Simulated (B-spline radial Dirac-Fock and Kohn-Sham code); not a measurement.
Model: Dirac-Fock orbitals of the configuration average with a finite nucleus. Program: a radial finite-basis atomic code.

Q: This computed X-ray form factor belongs to an atom or ion in its tabulated ground configuration. Which?

```
sin θ/λ (Å⁻¹)      f₀
         0.08  32.914
         0.11  32.837
         0.14  32.737
          0.2  32.467
         0.56  29.242
         0.83  25.778
         1.02  23.266
         1.52  17.539
         1.86  14.544
```

A: Hf³⁹⁺, with 33 electrons in [Ar] 3d10 4s2 4p3. f₀ tends to the number of electrons as s goes to zero, which the first rows give only roughly, and the rate of fall reflects the nuclear charge, 72.

Q: This computed X-ray form factor belongs to an atom or ion in its tabulated ground configuration. Which?

```csv
sin θ/λ (Å⁻¹),f₀
0.1,66.407
0.35,53.305
0.6,39.768
0.8,31.937
1.2,21.845
1.6,16.805
2.5,11.310
3.5,7.097
4,5.925
```

A: Re⁷⁺, with 68 electrons in [Xe] 4f14. f₀ tends to the number of electrons as s goes to zero, which the first rows give only roughly, and the rate of fall reflects the nuclear charge, 75.

Q: This computed X-ray form factor belongs to an atom or ion in its tabulated ground configuration. Which?

```
sin θ/λ (Å⁻¹)      f₀
         0.05  22.963
         0.06  22.946
         0.09  22.879
         0.97  13.624
         1.44   9.005
         1.75   7.251
         2.12   6.043
         2.58   5.128
         3.14   4.221
```

A: Rh²²⁺, with 23 electrons in [Ar] 3d5. f₀ tends to the number of electrons as s goes to zero, which the first rows give only roughly, and the rate of fall reflects the nuclear charge, 45.
